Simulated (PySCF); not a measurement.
SnH₂⁺ + 2 F₂ → SnF₂⁺ + 2 HF

Level: PBE0 in the def2-TZVP basis family, computed in PySCF with density fitting; scalar-relativistic core potentials for atoms from Rb on, none lighter, no spin–orbit coupling; open shells unrestricted.

```
species                             state and structure      E (Eh)  ZPE (kJ/mol)  H(298 K) − H(0) (kJ/mol)  S° (J/(mol K))
  SnH₂⁺  doublet, C2v, Sn–H 1.725 Å (×2); H–Sn–H 120.1°  -215.14424          26.0                      10.2           234.0
     F₂                       singlet, D∞h, F–F 1.376 Å  -199.40856           6.6                       8.7           201.9
  SnF₂⁺  doublet, C2v, Sn–F 1.874 Å (×2); F–Sn–F 117.3°  -413.58238           8.5                      12.4           288.6
     HF                       singlet, C∞v, H–F 0.920 Å  -100.39188          24.9                       8.7           173.6
```

(1) What is the electronic reaction energy?

(2) Add zero-point, thermal and entropy terms for 298.15 K and 1 bar.

## Answers

(1) At PBE0/def2-TZVP, ΔE = -1062.7 kJ/mol from the differences of the total energies times 2625.5, downhill. 

(2) ΔZPE = 19.1 and Δ[H(298) − H(0)] = 2.2 kJ/mol give ΔH° = -1041.4 kJ/mol. ΔS° = -2.0 J/(mol K), so ΔG° = -1041.4 − 298.15 × (-0.0020) = -1041 kJ/mol.

Only the bonding shown was studied: isomers, or loss of a ligand pair, can lie lower.
